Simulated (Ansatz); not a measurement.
In₄P₄H₁₆, a cluster cut from zinc blende InP (hydrogen-capped): single points at one geometry.

```yaml
crystal:
  periodic: [false, false, false]
  atoms:
    - {symbol: In, position_ang: [-1.809961, 1.802369, -1.665080]}
    - {symbol: In, position_ang: [1.809475, -1.799933, -1.661691]}
    - {symbol: In, position_ang: [-1.803208, -1.809756, 1.664181]}
    - {symbol: In, position_ang: [1.795112, 1.805708, 1.668180]}
    - {symbol: P, position_ang: [-2.803574, -0.010331, -0.005714]}
    - {symbol: P, position_ang: [0.011462, -2.803982, 0.007300]}
    - {symbol: P, position_ang: [-0.005613, 2.804158, -0.001292]}
    - {symbol: P, position_ang: [2.804503, 0.010978, -0.001103]}
    - {symbol: H, position_ang: [-3.038244, 3.023703, -1.819904]}
    - {symbol: H, position_ang: [-0.935167, 0.935585, -2.881702]}
    - {symbol: H, position_ang: [3.038389, -3.019945, -1.821405]}
    - {symbol: H, position_ang: [0.931079, -0.931330, -2.874353]}
    - {symbol: H, position_ang: [-3.023974, -3.038810, 1.817100]}
    - {symbol: H, position_ang: [-0.939727, -0.933705, 2.882129]}
    - {symbol: H, position_ang: [0.921435, 0.926769, 2.876734]}
    - {symbol: H, position_ang: [3.015365, 3.033538, 1.834354]}
    - {symbol: H, position_ang: [-3.753236, -0.730289, -0.801221]}
    - {symbol: H, position_ang: [-3.771349, 0.696538, 0.779570]}
    - {symbol: H, position_ang: [-0.694544, -3.771882, -0.778672]}
    - {symbol: H, position_ang: [0.731722, -3.753395, 0.802763]}
    - {symbol: H, position_ang: [0.711686, 3.758208, -0.793959]}
    - {symbol: H, position_ang: [-0.717813, 3.767497, 0.784641]}
    - {symbol: H, position_ang: [3.753456, 0.733591, -0.795040]}
    - {symbol: H, position_ang: [3.772736, -0.695275, 0.784196]}
basis:
  gaussian: {orbitals: def2-TZVP, initial_orbitals: start.molden}
hamiltonian: {xc: pbe, dispersion: d4}
scf: {omitted_lower_state_checks: [starts]}
output: {orbitals: {seedname: orbitals}}
```

The file start.molden holds the orbitals of an earlier run on this structure, at another level or in another basis.

```sh
$ ansatz run in.yaml --threads 4 --pin off --events-out ev --progress --plain --max-ram 6963MiB
```

Shortened log:

```
Functional definition: PBE
3336 factors; their error is unknown
mean field evaluation 1: about -58095.2075 eV, gradient 1.6e1 eV
mean field evaluation 2: about -58095.5150 eV, gradient 4.1e-1 eV
mean field evaluation 4: about -58095.4876 eV, gradient 1.3e-3 eV
mean field -58095.48755662 eV, -2134.9697891699 hartree, gradient 1.0e-5 eV, S^2 0.000000; 0 other end points of the search recorded, 0 dependent functions left out
reference -58095.48767256 eV, -2134.9697934306 hartree; 80, 80 occupied and 364, 364 virtual orbitals, 3336 factors
Total energy: -58096.47256727 eV, -2135.0059876438 hartree
Checks for a lower state left out: starts
```

It took 17 s on 4 threads of Arm Neoverse V1 on a shared host, peak host memory 1.5 GiB.

Geometry: PBE-D4/def2-SVP.

In the def2 sets In takes a core potential; there is no spin–orbit coupling.
